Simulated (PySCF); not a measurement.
C₂H₂F₄, SMILES FCC(F)(F)F. Coordinates come from a PBE-D3(BJ)/def2-SVP optimisation.

Calculation: PBE-D3(BJ)/def2-SVP (PySCF 2.14.0).

Harmonic wavenumbers (cm⁻¹): 103, 207, 341, 400, 517, 534, 647, 829, 945, 1112, 1166, 1174, 1268, 1273, 1397, 1424, 2980, 3045. Rotational constants (GHz): 5.250, 2.752, 2.713; symmetry number 1.

Q: Work out the zero-point energy and the ideal-gas rigid-rotor harmonic-oscillator thermochemistry at 298.15 K and 1 atm.

A: ZPE = ½ Σ hcν = ½ × 19364 cm⁻¹ = 115.82 kJ/mol. H − E(el) = 132.89 kJ/mol. Entropy in J/(mol K): translation 166.43, rotation 110.91, vibration 40.83, total 318.17. G − E(el) = 38.03 kJ/mol. Cp = 85.37 J/(mol K). Modes under 150 cm⁻¹ make the vibrational entropy uncertain.
